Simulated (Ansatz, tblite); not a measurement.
Cost and result up the ladder for Mo(NH)2F2 (MoN₂F₂H₂) (7 atoms). Charge 0, multiplicity 1. Geometry: PBE-D4/def2-SVP.

```xyz
7

Mo   -0.500    0.044   -0.231
N    -0.125    0.355    1.433
H     0.496    0.423    2.249
N     0.953   -0.427   -1.052
H     1.956   -0.637   -1.117
F    -1.094    1.645   -0.993
F    -1.685   -1.402   -0.289
```

Ansatz on 4 threads of Intel Xeon Platinum 8259CL on a shared host; xTB runs through tblite on one thread. Times are rough, summed over both states, and most runs start from the orbitals of an earlier one. No level here is sound enough to serve as a yardstick. The other state is a doublet.

In the def2 sets Mo takes a core potential; there is no spin–orbit coupling. The xTB rows come from tblite.

Raw xTB energies of ions are shifted by several eV.

```csv
level,functions,wall time,vertical IE (eV),remarks
GFN2-xTB,27,0.01 s,14.94,–
GFN1-xTB,29,0.011 s,15.19,–
PBE-D4/def2-TZVP,176,3.7 s,10.31,restricted SCF unstable in HF (singlet)
r2SCAN-D4/def2-TZVP (with forces),176,6.6 s,10.34,restricted SCF unstable in HF (singlet)
PBE0-D4/def2-TZVP,176,8.9 s,10.48,"restricted SCF unstable in HF (singlet), spin-contaminated (⟨S²⟩ 0.85) (+1 doublet)"
```
